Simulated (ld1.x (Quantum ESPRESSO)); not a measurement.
## Reading a pseudo-wave (Pt)

Columns: radius, all-electron u(r) and pseudo u(r) of the 6s shell (level -22.54 eV) of platinum in the configuration [Kr] 4d10 4f14 5s2 5p6 5d8 6s0 6p0; LDA (PZ), scalar-relativistic, RRKJ scheme, ld1.x (Quantum ESPRESSO) 7.5.

| r (bohr) | all-electron | pseudo |
| --- | --- | --- |
| 0.113 | 0.1332 | -0.0123 |
| 0.225 | -0.0560 | -0.0254 |
| 0.338 | -0.2367 | -0.0402 |
| 0.450 | -0.0573 | -0.0574 |
| 0.563 | 0.1936 | -0.0785 |
| 0.675 | 0.3441 | -0.1043 |
| 0.788 | 0.3684 | -0.1364 |
| 0.900 | 0.2955 | -0.1755 |
| 1.013 | 0.1640 | -0.2231 |
| 1.125 | 0.0094 | -0.2788 |
| 1.238 | -0.1483 | -0.3428 |
| 1.350 | -0.2928 | -0.4120 |
| 1.463 | -0.4194 | -0.4842 |
| 1.575 | -0.5231 | -0.5539 |
| 1.688 | -0.6053 | -0.6175 |
| 1.800 | -0.6661 | -0.6699 |
| 1.913 | -0.7084 | -0.7092 |
| 2.025 | -0.7339 | -0.7340 |
| 2.138 | -0.7453 | -0.7453 |
| 2.250 | -0.7449 | -0.7449 |
| 2.363 | -0.7347 | -0.7347 |
| 2.475 | -0.7170 | -0.7170 |
| 2.588 | -0.6929 | -0.6929 |
| 2.700 | -0.6647 | -0.6647 |
| 2.813 | -0.6329 | -0.6329 |
| 2.925 | -0.5993 | -0.5993 |

How many radial nodes do the two functions have?

The all-electron 6s function has n − l − 1 = 5 (the table is too coarse to show those close to the nucleus); the pseudo-wave has 0, since the states of the same l below it are removed with the core.

At about which radius was the pseudo-wave matched?

2.25 bohr. The columns agree to 0.0005 from 2.02 bohr on; several derivatives are matched, so the curves merge somewhat inside the radius.

Where does each function peak?

Outermost all-electron maximum near 2.14 bohr, pseudo maximum near 2.14 bohr (to the table’s step).

Is the pseudo-wave norm-conserving?

Yes: the RRKJ scheme keeps the norm inside the radius equal to the all-electron one, which fixes the energy derivative of the logarithmic derivative at the level.
